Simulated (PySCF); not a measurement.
**Ar⁺ (argon, charge +1): UHF calculation**

Configuration: [Ne] 3s2 3p5, 2P determinant. All numbers are calculated (PySCF 2.14, the non-relativistic Hamiltonian (point nucleus), in def2-SVP (4s3p1d, 18 functions)).

```
Total energy                                                  : -526.086378 hartree
One-electron energy                                           : -718.9689 hartree
Hartree (Coulomb) energy                                      : 222.7056 hartree
Exchange energy                                               : -29.8231 hartree
Kinetic energy                                                : 526.00957 hartree
⟨S²⟩                                                          : 0.7552
⟨L²⟩                                                          : 2.016
Sum of ⟨r⟩                                                    : 13.89 bohr
Sum of ⟨r²⟩                                                   : 20.56 bohr²
Traceless quadrupole moment −½Σ⟨3z² − r²⟩ along its main axis : 1.22 e·bohr²
Density at the nucleus (Gaussians lack the cusp)              : 3480 bohr⁻³
Spin density at the nucleus                                   : 0.170 bohr⁻³
Langevin diamagnetic susceptibility                           : -16.3 ×10⁻⁶ cm³/mol
Time after the integrals                                      : 0.1 s of wall time on 1 thread of Neoverse-N1 (shared host)
```

```tsv
shell	electrons	mean orbital energy (eV)	spread (eV)	rms radius, mean of both spins (bohr)
1s α	1	-3241.1	0	0.0999
1s β	1	-3240.7	0	0.0999
2s α	1	-349.75	0	0.449
2s β	1	-349.37	0	0.449
2p α	3	-275.22	0.866	0.417
2p β	3	-274.54	0.587	0.417
3s α	1	-48.652	0	1.49
3s β	1	-44.889	0	1.49
3p α	3	-29.252	2.301	1.71
3p β	2	-27.718	0	1.71
```
